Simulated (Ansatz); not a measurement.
Ansatz (a program for electronic structure) input:

Ansatz 0.2 input:
```yaml
crystal:
  periodic: [false, false, false]
  atoms:
    - {symbol: C, position_ang: [2.03669680, -0.09843727, 0.11574651]}
    - {symbol: O, position_ang: [0.70192437, -0.64579114, 0.13089017]}
    - {symbol: B, position_ang: [-0.39470115, 0.09192509, -0.03326542]}
    - {symbol: N, position_ang: [-0.57470299, 1.44679141, -0.24370297]}
    - {symbol: N, position_ang: [-1.68064514, -0.82064271, 0.03861846]}
    - {symbol: H, position_ang: [2.14953248, 0.62833124, 0.92011450]}
    - {symbol: H, position_ang: [2.23740904, 0.36506023, -0.85007794]}
    - {symbol: H, position_ang: [2.71955551, -0.92702002, 0.27287581]}
    - {symbol: H, position_ang: [0.20295559, 2.08637376, -0.30021972]}
    - {symbol: H, position_ang: [-1.46258941, 1.90838834, -0.35643055]}
    - {symbol: H, position_ang: [-2.30892584, -0.55911785, 0.80146744]}
    - {symbol: H, position_ang: [-2.22821244, -0.80092859, -0.82442954]}
    - {symbol: H, position_ang: [-1.38435808, -1.78680072, 0.19701824]}
basis:
  gaussian:
    orbitals: STO-3G
total_charge: 1
magnetization: {spin_polarized: false}
correlation: {method: ccsd_t, electrons: outside_noble_gas}
```

Q: Predict the final energy.

A: -248.05135 Eh (CCSD(T)/STO-3G). The basis has 33 functions.

It need not be the lowest isomer of its formula.
